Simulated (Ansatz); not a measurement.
Species: C$_{5}$H$_{5}$S, net charge 0, doublet state. It need not be the lowest isomer of its formula. 
Structure (B3LYP-D3(BJ)/def2-TZVP (Ansatz, an electronic-structure program) minimum search):
```
C
C 1 1.3446
C 2 1.4108 1 118.96
C 3 1.3659 2 109.57 1 0.00
H 4 1.0783 3 128.11 2 180.00
H 3 1.0790 4 124.71 5 0.00
C 1 1.4927 2 131.43 3 -180.00
H 7 1.0891 1 109.47 2 0.00
H 7 1.0919 8 108.17 1 -121.78
H 7 1.0919 8 108.17 9 -116.44
S 4 1.7252 5 119.93 3 180.00
```
Charge 0, spin multiplicity 2.

Parts of the frozen-core correlation energy in STO-3G (Ansatz, hartree). Frozen orbitals: 10; correlated occupied orbitals by spin: 16 and 15; virtual: 13 and 14. Open shells are spin-unrestricted. No spin-orbit coupling. No relativistic terms.

| term | value |
|---|---|
| reference (HF) | -583.03514 |
| MP2 opposite-spin | … |
| MP2 same-spin | -0.04549 |
| CCSD correlation | … |
| (T) | … |
| T1 diagnostic | 0.051 |
| largest doubles amplitude | 0.110 |
| <S^2> of the reference | 1.455 |

Question: What belongs in the gaps?

Answer: 
- MP2 opposite-spin, value: -0.20302
- CCSD correlation, value: -0.34876
- (T), value: -0.00833
